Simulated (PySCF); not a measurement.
Working out the ionisation energy of Rh(2+)

Rh(2+) [Kr] 4d7 (4F) → Rh(3+) [Kr] 4d6 (5D). Calculation: PySCF 2.14, in aug-cc-pVTZ-PP with ECP28MDF (6s6p5d3f2g, 88 functions); a scalar-relativistic core potential. Frozen: 4s2 4p6. Energies in hartree (1 hartree = 27.21139 eV):

| part | Rh(2+) (lower) | Rh(3+) (upper) |
| --- | --- | --- |
| UHF | -108.566343 | -107.489428 |
| MP2 opposite-spin | -0.090524 | -0.045394 |
| MP2 same-spin | -0.066724 | -0.062407 |

Question: What does Hartree-Fock give?

Answer: (-107.489428) − (-108.566343) = 1.076915 hartree = 29.304 eV.

Question: What do MP2 and SCS-MP2 (6/5 opposite-spin, 1/3 same-spin) give?

Answer: The opposite-spin parts differ by 1.228 eV and the same-spin parts by 0.117 eV. MP2: 29.304 + (1.228) + (0.117) = 30.649 eV. SCS-MP2: 29.304 + 1.2 × (1.228) + (0.117)/3 = 30.817 eV.

Reference: 31.06 eV (semi-empirical (NIST evaluation); NIST Atomic Spectra Database, ionization energies), between the lowest levels; spin-orbit coupling is absent from the calculation.

What remains against the reference includes basis incompleteness, the frozen core and correlation beyond second order.
